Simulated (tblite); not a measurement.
Species: C4H8NPS.
Cartesian coordinates in Å at the GFN2-xTB level; atoms count from 1:
```
atom  x, y, z in Å
C1     2.2834    0.6181    0.0419
P2     0.5500    0.4210    0.5989
S3     0.3002   -0.1764    2.4173
C4    -0.2290   -0.6711   -0.6724
C5    -1.7035   -0.8767   -0.3169
C6    -2.4049    0.3786   -0.4126
N7    -2.9262    1.3911   -0.5095
H8     2.7676    1.3438    0.6952
H9     2.3367    0.9563   -0.9909
H10    2.7933   -0.3396    0.1535
H11    0.0024    1.6673    0.2780
H12   -0.1171   -0.2319   -1.6663
H13    0.2997   -1.6299   -0.6421
H14   -1.7826   -1.2389    0.7152
H15   -2.1745   -1.6037   -0.9847
```

Computed values, GFN2-xTB/tblite, gas phase, harmonic and unscaled. This tight-binding method is rough: wavenumbers can miss measured ones by several per cent, in bad cases by 10 to 20. Modes of hydrogen on phosphorus can be 10 to 20 % off. One conformer, not necessarily the lowest.

Harmonic wavenumbers (cm⁻¹): 36.0, 78.6, 140.8, 155.3, 184.9, 209.3, 253.1, 310.7, 382.9, 548.9, 618.3, 692.1, 717.6, 759.6, 783.8, 839.8, 877.8, 915.4, 941.9, 966.2, 1055.1, 1082.5, 1137.7, 1237.8, 1296.2, 1308.5, 1404.9, 1408.8, 1415.9, 1425.1, 2233.7, 2411.9, 2930.4, 2932.9, 2959.2, 2961.2, 2987.2, 2996.3, 3009.6.

A = 2589, B = 1174, C = 1007 MHz; mass 133.012 u (most abundant isotopes); point group C1, symmetry number 1.

Question: What is the zero-point energy?

Answer: ½Σν̃ = 24304 cm⁻¹ = 290.74 kJ/mol.

Question: What is S at 500 K and 1 bar for an ideal gas of classical rigid rotors and harmonic oscillators?

Answer: Translation 180.59, rotation 127.96, vibration 180.12: S = 488.7 J/(mol K).

Question: And Cp and H(500 K) − H(0)?

Answer: Cp = 198.35 J/(mol K), of which vibrations give 165.09 (their classical limit is 39 R = 324.3); H(500 K) − H(0) = 61.38 kJ/mol without the zero-point energy, 44.75 from vibrations.

Question: What must be added to the electronic energy to get the Gibbs energy at 500 K and 1 bar?

Answer: ZPE + [H(500 K) − H(0)] − T·S = 290.74 + 61.38 − 244.34 = 107.78 kJ/mol.

Question: How do the functions run with temperature in this model?

Answer: 
| T (K) | S (J/(mol K)) | Cp (J/(mol K)) | H − H(0) (kJ/mol) | G − H(0) (kJ/mol) | ln q(vib) |
| --- | --- | --- | --- | --- | --- |
| 50 | 245.2 | 53.1 | 2.08 | -10.18 | 0.59 |
| 100 | 289.3 | 75.7 | 5.33 | -23.60 | 1.72 |
| 298.15 | 401.3 | 141.0 | 26.79 | -92.87 | 6.42 |
| 373.15 | 435.6 | 164.7 | 38.26 | -124.27 | 8.12 |
| 750 | 578.6 | 244.6 | 117.19 | -316.72 | 16.06 |
| 1000 | 653.4 | 275.0 | 182.39 | -470.98 | 20.76 |

q(vib) and H(0) count from the zero-point level.

Question: Blend soft modes into free rotors: weight 1/[1 + (100 cm⁻¹/ν̃)⁴] for the oscillator and the rest for a rotor with moment μB/(μ + B), μ = h/(8π²ν), B = 10⁻⁴⁴ kg m². What vibrational entropy results?

Answer: 166.06 J/(mol K) in place of 180.12, which changes −T·S at 500 K by +7.03 kJ/mol.

Question: Which modes carry the vibrational entropy at 500 K?

Answer: 36.0 cm⁻¹: 27.17; 78.6 cm⁻¹: 20.69; 140.8 cm⁻¹: 15.88; 155.3 cm⁻¹: 15.08; 184.9 cm⁻¹: 13.66; 209.3 cm⁻¹: 12.65 J/(mol K); the other 33 give 74.98 together.

Hindered rotation and anharmonicity are outside this model. Other conformers, if any are populated, would add a mixing term that is left out. The structure is chiral; the term R ln 2 for an equal mix with its mirror image is left out.
